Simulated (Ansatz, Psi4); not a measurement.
Here is a job for Psi4.
```
memory 2 GB

molecule mol {
0 2
  F     0.000000    0.000000    0.000000
}

set basis cc-pvdz
set reference uks
set scf_type pk
set puream true
set d_convergence 1e-8
set dft_radial_points 99
set dft_spherical_points 590

energy('bhhlyp')
print_variables()
```

Task: Write the same job for Ansatz (a quantum-chemistry and plane-wave program).

Result: This is not unique; one that fits is 
Ansatz 0.2 input:
```yaml
crystal:
  periodic: [false, false, false]
  atoms:
    - {symbol: F, position_ang: [0.00000000, 0.00000000, 0.00000000]}
basis:
  gaussian:
    orbitals: cc-pVDZ
hamiltonian:
  xc: {name: BHLYP}
magnetization: {spin_polarized: true, initial_magnetization: 1}
accuracy: high
```

Both were run: Psi4 gave -99.704760 Eh and Ansatz -99.704760 Eh, 0.000 mEh apart.
